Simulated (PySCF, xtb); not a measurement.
BrH, SMILES Br (connectivity only; charge and spin as stated), charge +1, multiplicity 2.

Coordinates come from a B3LYP-D3(BJ)/def2-TZVPD optimisation. The multiplicity is an assumed one; other spin states were not compared.

Calculation: PySCF 2.14.0 with IEF-PCM-B3LYP/def2-TZVPD.

The values are the electrostatic part of the solvation free energy, E(continuum) − E(gas) at the gas-phase geometry, in a cavity of scaled van der Waals radii (PySCF's table); cavitation and dispersion terms are not included.

| solvent | ε | ΔG(elec) (kcal/mol) |
|---|---|---|
| water | 78.36 | -75.9 |
| N,N-dimethylformamide | 37.22 | -74.8 |
| chloroform | 4.71 | -60.4 |

For comparison, GFN2-xTB/ALPB(water) (xtb, at the GFN2-xTB geometry, all terms of that model) gives -63.2 kcal/mol.
